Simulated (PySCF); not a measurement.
Computed with PBE-D3(BJ)/def2-TZVP (PySCF). Gas-phase values, no solvent. Excitations are Tamm–Dancoff values on a coarser integration grid. The basis has no diffuse functions, so Rydberg states are missing or too high.

Reference species (SMILES): `[CH3][Ga]([CH3])[CH3]` (neutral, multiplicity 1).

The T1 excitation (TDA) comes out as 4.65 eV and the S1 oscillator strength is 0.000. The S1–T1 gap (TDA) comes out as 0.29 eV. The HOMO–LUMO gap is 4.84 eV.

After one change: the T1 excitation (TDA) falls by 2.01 eV; the S1 oscillator strength hardly moves; the S1–T1 gap (TDA) rises by 0.21 eV; the HOMO–LUMO gap falls by 1.92 eV.

What was changed between the two runs? The new species is one of these.
A. `[CH3][Ga]([CH3])[SiH3]`
B. `[SiH3][Ga]([SiH3])[SiH3]`
C. `[CH3][Ga]([SiH3])[SiH3]`

B, `[SiH3][Ga]([SiH3])[SiH3]`
